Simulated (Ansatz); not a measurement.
```yaml
crystal:
  periodic: [false, false, false]
  atoms:
    - {symbol: C, position_ang: [-14.419877, -0.351352, 0.785494]}
    - {symbol: C, position_ang: [-13.681048, -1.545893, 0.800759]}
    - {symbol: C, position_ang: [-12.282319, -1.511644, 0.724928]}
    - {symbol: C, position_ang: [-11.588140, -0.282507, 0.631417]}
    - {symbol: C, position_ang: [-10.108042, -0.246532, 0.550971]}
    - {symbol: C, position_ang: [-9.439115, 0.727484, -0.225630]}
    - {symbol: C, position_ang: [-8.043978, 0.759975, -0.303608]}
    - {symbol: C, position_ang: [-7.248081, -0.177008, 0.395377]}
    - {symbol: C, position_ang: [-5.770232, -0.141159, 0.314837]}
    - {symbol: C, position_ang: [-5.108457, 0.252746, -0.870941]}
    - {symbol: C, position_ang: [-3.713668, 0.284620, -0.947369]}
    - {symbol: C, position_ang: [-2.907601, -0.071634, 0.158705]}
    - {symbol: C, position_ang: [-1.429621, -0.035635, 0.078135]}
    - {symbol: C, position_ang: [-0.760876, 0.885933, -0.760593]}
    - {symbol: C, position_ang: [0.633812, 0.918442, -0.838925]}
    - {symbol: C, position_ang: [1.432298, 0.034202, -0.077859]}
    - {symbol: C, position_ang: [2.910055, 0.070235, -0.158456]}
    - {symbol: C, position_ang: [3.712693, -0.188678, 0.976284]}
    - {symbol: C, position_ang: [5.107678, -0.151121, 0.900947]}
    - {symbol: C, position_ang: [5.768747, 0.140112, -0.314400]}
    - {symbol: C, position_ang: [7.246813, 0.176460, -0.394981]}
    - {symbol: C, position_ang: [8.029168, 0.644239, 0.685792]}
    - {symbol: C, position_ang: [9.424227, 0.680000, 0.608863]}
    - {symbol: C, position_ang: [10.107123, 0.247053, -0.550936]}
    - {symbol: C, position_ang: [11.587244, 0.283649, -0.631689]}
    - {symbol: C, position_ang: [12.243493, 0.545025, -1.857529]}
    - {symbol: C, position_ang: [13.642121, 0.579118, -1.934267]}
    - {symbol: C, position_ang: [14.419398, 0.353732, -0.786246]}
    - {symbol: C, position_ang: [13.783657, 0.093273, 0.438892]}
    - {symbol: C, position_ang: [12.385007, 0.058066, 0.514770]}
    - {symbol: C, position_ang: [9.324364, -0.222112, -1.630789]}
    - {symbol: C, position_ang: [7.929146, -0.255255, -1.555585]}
    - {symbol: C, position_ang: [4.966076, 0.395723, -1.449884]}
    - {symbol: C, position_ang: [3.571015, 0.364722, -1.373072]}
    - {symbol: C, position_ang: [0.765147, -0.885891, 0.762976]}
    - {symbol: C, position_ang: [-0.629719, -0.921355, 0.836836]}
    - {symbol: C, position_ang: [-3.570487, -0.463591, 1.344885]}
    - {symbol: C, position_ang: [-4.965223, -0.499450, 1.420625]}
    - {symbol: C, position_ang: [-7.917178, -1.149721, 1.173892]}
    - {symbol: C, position_ang: [-9.312454, -1.184814, 1.248122]}
    - {symbol: C, position_ang: [-12.347084, 0.911324, 0.616748]}
    - {symbol: C, position_ang: [-13.745790, 0.877552, 0.693107]}
    - {symbol: H, position_ang: [-15.518576, -0.378037, 0.844952]}
    - {symbol: H, position_ang: [-14.198926, -2.515929, 0.862368]}
    - {symbol: H, position_ang: [-11.716032, -2.455718, 0.709259]}
    - {symbol: H, position_ang: [-10.026697, 1.463462, -0.795765]}
    - {symbol: H, position_ang: [-7.557056, 1.542368, -0.905914]}
    - {symbol: H, position_ang: [-5.701284, 0.502374, -1.763905]}
    - {symbol: H, position_ang: [-3.236345, 0.557144, -1.900586]}
    - {symbol: H, position_ang: [-1.346330, 1.618269, -1.336376]}
    - {symbol: H, position_ang: [1.119731, 1.673093, -1.475698]}
    - {symbol: H, position_ang: [3.230420, -0.404641, 1.941776]}
    - {symbol: H, position_ang: [5.702125, -0.371555, 1.800605]}
    - {symbol: H, position_ang: [7.529986, 1.024023, 1.590176]}
    - {symbol: H, position_ang: [9.998482, 1.088318, 1.454264]}
    - {symbol: H, position_ang: [11.645459, 0.751963, -2.758486]}
    - {symbol: H, position_ang: [14.128887, 0.793848, -2.898724]}
    - {symbol: H, position_ang: [15.518062, 0.380873, -0.846188]}
    - {symbol: H, position_ang: [14.382386, -0.094614, 1.344113]}
    - {symbol: H, position_ang: [11.899398, -0.175417, 1.474893]}
    - {symbol: H, position_ang: [9.822733, -0.604012, -2.534652]}
    - {symbol: H, position_ang: [7.353939, -0.661454, -2.401440]}
    - {symbol: H, position_ang: [5.447768, 0.642596, -2.408202]}
    - {symbol: H, position_ang: [2.976664, 0.554217, -2.279843]}
    - {symbol: H, position_ang: [1.353509, -1.614386, 1.341107]}
    - {symbol: H, position_ang: [-1.112824, -1.679753, 1.470924]}
    - {symbol: H, position_ang: [-2.979748, -0.710429, 2.239778]}
    - {symbol: H, position_ang: [-5.444651, -0.774917, 2.372149]}
    - {symbol: H, position_ang: [-7.330470, -1.906263, 1.717369]}
    - {symbol: H, position_ang: [-9.798415, -1.946627, 1.876965]}
    - {symbol: H, position_ang: [-11.828828, 1.881750, 0.573473]}
    - {symbol: H, position_ang: [-14.313658, 1.821142, 0.691018]}
basis:
  gaussian: {orbitals: cc-pVDZ, fitting: {mean_field: def2-universal-jkfit}}
magnetization: {spin_polarized: true, initial_magnetization: 2}
hamiltonian: {xc: {name: PBE0}, dispersion: d3bjatm}
output: {forces: true}
```

```sh
$ ansatz run in.yaml --threads 2 --pin off --events-out ev --progress --plain --max-ram 32768MiB --backend cuda --devices 0, --max-vram 18GiB
```

Output, abridged:

```
Functional definition: PBE0
3690 factors; integrals over basis functions are off by at most 2.3e-1 eV
mean field evaluation 1: about -43962.6984 eV, gradient 7.2e1 eV
mean field evaluation 2: about -43967.6288 eV, gradient 6.8e1 eV
mean field evaluation 4: about -43992.0427 eV, gradient 3.3e0 eV
mean field evaluation 8: about -43992.1170 eV, gradient 6.4e-1 eV
mean field evaluation 16: about -43992.1357 eV, gradient 2.4e-2 eV
mean field evaluation 32: about -43992.1361 eV, gradient 9.6e-5 eV
mean field evaluation 64: about -43992.0296 eV, gradient 1.3e0 eV
mean field evaluation 96: about -43992.1302 eV, gradient 1.2e-1 eV
mean field -43992.13606810 eV, -1616.6811815620 hartree, gradient 4.7e-8 eV, S^2 2.027080; 9 other end points of the search recorded, 0 dependent functions left out
reference -43992.13614954 eV, -1616.6811845547 hartree; 142, 140 occupied and 596, 598 virtual orbitals, 3690 factors
Total energy: -43994.63424645 eV, -1616.7729879230 hartree
Atom 0 force     0.188666     0.005519    -0.012794 eV/Å
Atom 1 force     0.107887     0.182876    -0.018475 eV/Å
Atom 2 force    -0.090611     0.150119    -0.003038 eV/Å
Atom 3 force    -0.190144    -0.004338     0.009554 eV/Å
Atom 4 force     0.074060     0.002450    -0.002155 eV/Å
Atom 5 force     0.270952    -0.034857     0.018268 eV/Å
Atom 6 force    -0.347546     0.004848    -0.119023 eV/Å
Atom 7 force     0.617350     0.014004    -0.035601 eV/Å
Atom 8 force    -1.181481    -0.028532     0.064435 eV/Å
Atom 9 force     1.181174     0.306778    -0.579080 eV/Å
Atom 10 force    -1.457955     0.539764    -0.736358 eV/Å
Atom 11 force     2.801552     0.068099    -0.152571 eV/Å
Atom 12 force    -3.141677    -0.076334     0.171639 eV/Å
Atom 13 force     1.798555     0.777311    -1.154396 eV/Å
Atom 14 force    -1.804696     0.558484    -0.700812 eV/Å
Atom 15 force     2.071736     0.049994    -0.113824 eV/Å
Atom 16 force    -1.307398    -0.033119     0.071290 eV/Å
Atom 17 force     0.628847    -0.239950     0.241247 eV/Å
Atom 18 force    -0.486362    -0.000934     0.124330 eV/Å
Atom 19 force     0.228926     0.007530    -0.012591 eV/Å
Atom 20 force    -0.027258    -0.000825     0.001658 eV/Å
Atom 21 force     0.151483    -0.047302    -0.075248 eV/Å
Atom 22 force    -0.128970    -0.040315    -0.124874 eV/Å
Atom 23 force    -0.239962    -0.005814     0.013297 eV/Å
Atom 24 force     0.294962     0.006219    -0.016325 eV/Å
Atom 25 force     0.064151    -0.022043     0.180208 eV/Å
Atom 26 force    -0.081527    -0.034704     0.188195 eV/Å
Atom 27 force    -0.200162    -0.005812     0.011662 eV/Å
Atom 28 force    -0.103697     0.030152    -0.179118 eV/Å
Atom 29 force     0.042901     0.027090    -0.185952 eV/Å
Atom 30 force    -0.116574     0.033797     0.138063 eV/Å
Atom 31 force     0.156150     0.055669     0.058360 eV/Å
Atom 32 force    -0.495779    -0.025989    -0.070591 eV/Å
Atom 33 force     0.586310     0.272075    -0.307439 eV/Å
Atom 34 force    -1.688461    -0.643223     0.892509 eV/Å
Atom 35 force     1.949139    -0.686680     0.949587 eV/Å
Atom 36 force    -1.341268    -0.608609     0.888892 eV/Å
Atom 37 force     1.250662    -0.246969     0.446302 eV/Å
Atom 38 force    -0.331656    -0.019776     0.157951 eV/Å
Atom 39 force     0.264368     0.047443    -0.050275 eV/Å
Atom 40 force    -0.082724    -0.155060     0.013841 eV/Å
Atom 41 force     0.118527    -0.179558     0.008969 eV/Å
Atom 42 force     0.317339     0.007646    -0.016114 eV/Å
Atom 43 force     0.151076     0.297323    -0.017558 eV/Å
Atom 44 force    -0.161196     0.282080     0.002438 eV/Å
Atom 45 force     0.171400    -0.213649     0.174434 eV/Å
Atom 46 force    -0.148269    -0.232243     0.175357 eV/Å
Atom 47 force     0.188307    -0.099734     0.240687 eV/Å
Atom 48 force    -0.158854    -0.088804     0.268358 eV/Å
Atom 49 force     0.196860    -0.190658     0.178249 eV/Å
Atom 50 force    -0.167148    -0.189086     0.204469 eV/Å
Atom 51 force     0.151996     0.050097    -0.274131 eV/Å
Atom 52 force    -0.177612     0.077458    -0.248537 eV/Å
Atom 53 force     0.145904    -0.106570    -0.257325 eV/Å
Atom 54 force    -0.164958    -0.112069    -0.242714 eV/Å
Atom 55 force     0.172233    -0.058210     0.271034 eV/Å
Atom 56 force    -0.142426    -0.067270     0.299211 eV/Å
Atom 57 force    -0.317148    -0.007596     0.017203 eV/Å
Atom 58 force    -0.176932     0.059381    -0.281571 eV/Å
Atom 59 force     0.138651     0.065002    -0.287759 eV/Å
Atom 60 force    -0.142795     0.104636     0.259353 eV/Å
Atom 61 force     0.167552     0.114037     0.240408 eV/Å
Atom 62 force    -0.145694    -0.085706     0.266083 eV/Å
Atom 63 force     0.183226    -0.041445     0.255754 eV/Å
Atom 64 force    -0.197620     0.180391    -0.184486 eV/Å
Atom 65 force     0.166850     0.199749    -0.198527 eV/Å
Atom 66 force    -0.191254     0.081064    -0.249129 eV/Å
Atom 67 force     0.155587     0.107338    -0.259617 eV/Å
Atom 68 force    -0.177071     0.224458    -0.155953 eV/Å
Atom 69 force     0.140909     0.220257    -0.192340 eV/Å
Atom 70 force    -0.146736    -0.289365     0.014286 eV/Å
Atom 71 force     0.165375    -0.287985    -0.001277 eV/Å
Dipole moment:    -0.004723    -0.000037     0.000262 e Å
```

Run time 87 s (2 threads of AMD EPYC 7R13 on a shared host and a share (18 GiB) of an NVIDIA H100 80GB HBM3), peak host memory 2.5 GiB.
